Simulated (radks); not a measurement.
Initial-state core-level shifts of neutral chlorine when its valence configuration changes from [Ne] 3s2 3p5. Method: scalar-relativistic Kohn-Sham, PBEsol, spin-polarised, spherical densities, finite nucleus; open shells are filled with parallel spins first; Fermi nuclear charge, rms radius 3.3654 fm; computed with a radial shooting solver on a logarithmic mesh with Libxc functionals. Shifts are changes of the shell-averaged eigenvalues in eV (positive: less bound); the change of the density at the nucleus, which sets a Mossbauer isomer shift, is in e/bohr^3, on a base of 3593.

3s1 3p6: 1s -1.404; 2s -1.395; 2p -1.376; density at nucleus -12.8770
3s1.5 3p5.5: 1s -0.705; 2s -0.700; 2p -0.691; density at nucleus -6.4188
